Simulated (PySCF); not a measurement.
Ag(19+): ionisation energy

Ag(19+) [Ar] 3d10 → Ag(20+) [Ar] 3d9 [3d3/2^4 3d5/2^5, M_J = 5/2], as a difference of total energies. Computed with PySCF 2.14 in an uncontracted even-tempered set (17 s from 2.1 bohr⁻², ratio 2.8; 13 p from 2.7 bohr⁻², ratio 2.8; 8 d from 2.7 bohr⁻², ratio 2.8; 4 f from 13 bohr⁻², ratio 3), with the two-component X2C-1e Hamiltonian. Correlated levels: [Ne] frozen; the 82 highest virtual spinors dropped. "Screened" scales the spin-orbit matrix elements by Boettger's factors to mimic the two-electron term; Breit and QED terms are absent.

Order these methods by the ionisation energy they give, lowest first.
A. GHF (spin-free)
B. GHF (screened spin-orbit)
C. GMP2 (spin-free)
D. GMP2 (screened spin-orbit)

B (885.80 eV), D (887.27 eV), A (888.49 eV), C (889.96 eV).

Breit and QED terms and the two-electron picture change are absent.

The spin-free rows lack the spin-orbit shift.

For comparison: 885 ± 4 eV (theoretical estimate listed by NIST; NIST Atomic Spectra Database, ionization energies).
